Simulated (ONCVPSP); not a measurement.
## Nb, ONCV: configuration errors across variants

ONCVPSP 4.0.1 input, shortened (lines: element, Z, core and valence counts, functional; n l f; lmax; l rc ep ncon nbas qcut; lloc lpopt rc5 dvloc0; l nproj debl; icmod fcfact rcfact), PBE, scalar-relativistic:

```
  Nb 41.00    6    4        4      upf
    1    0    2.00
    2    0    2.00
    2    1    6.00
    3    0    2.00
    3    1    6.00
    3    2   10.00
    4    0    2.00
    4    1    6.00
    4    2    4.00
    5    0    1.00
    2
    0    1.85    0.00    3    8    7.00
    1    1.20    0.00    4    9    6.30
    2    1.85    0.00    3    6    5.30
    4    4    1.15    1.00
    0    2    1.90
    1    2    3.30
    2    2    0.40
    3    3.25    1.45
```

All-electron excitation energies from the reference (eV): (1) 4s2 4p6 4d4 5s0 6.637; (2) 4s2 4p6 4d3 5s0 20.678; (3) 4s2 4p6 4d4 5s0.5 2.638.

A true bound ghost makes a file unfit for plane-wave use even where its test errors are small: the radial tests pick states by their node count and pass the ghost by.

Errors AE − PS in meV (a dash: test not solved or not reliable):

```csv
change,(1),(2),(3),bound ghosts,GHOST(+) flags above zero
base,-2.0,-3.0,-0.7,none,s
"all radii but the core radius scaled by about 0.81 (s 1.50, p 0.96, d 1.50 bohr); local potential polynomial inside 0.92 bohr (lpopt 4, dvloc0 1 Ha)",-2.0,-2.9,-0.7,none,"s, p, d"
"all radii but the core radius scaled by about 0.88 (s 1.62, p 1.06, d 1.62 bohr); local potential polynomial inside 1.00 bohr (lpopt 4, dvloc0 1 Ha)",-2.0,-2.9,-0.7,d,s
"all radii but the core radius scaled by about 0.95 (s 1.76, p 1.14, d 1.76 bohr); local potential polynomial inside 1.10 bohr (lpopt 4, dvloc0 1 Ha)",-2.1,-3.2,-0.7,none,s
"all radii but the core radius scaled by about 1.11 (s 2.06, p 1.34, d 2.06 bohr); local potential polynomial inside 1.28 bohr (lpopt 4, dvloc0 1 Ha)",-1.9,-2.1,-0.7,none,none
"all radii but the core radius scaled by about 1.22 (s 2.26, p 1.46, d 2.26 bohr); local potential polynomial inside 1.40 bohr (lpopt 4, dvloc0 1 Ha)",-1.6,-0.2,-0.6,none,none
"all radii but the core radius scaled by about 1.33 (s 2.46, p 1.60, d 2.46 bohr); local potential polynomial inside 1.54 bohr (lpopt 4, dvloc0 1 Ha)",-1.4,-0.3,-0.5,none,none
```

Question: Give the same row for: all radii but the core radius scaled by about 1.13 (s 2.10, p 1.36, d 2.10 bohr); local potential polynomial inside 1.32 bohr (lpopt 4, dvloc0 1 Ha).

Answer: -1.9, -2.0, -0.7; bound ghosts: none; GHOST(+) flags above zero: d.
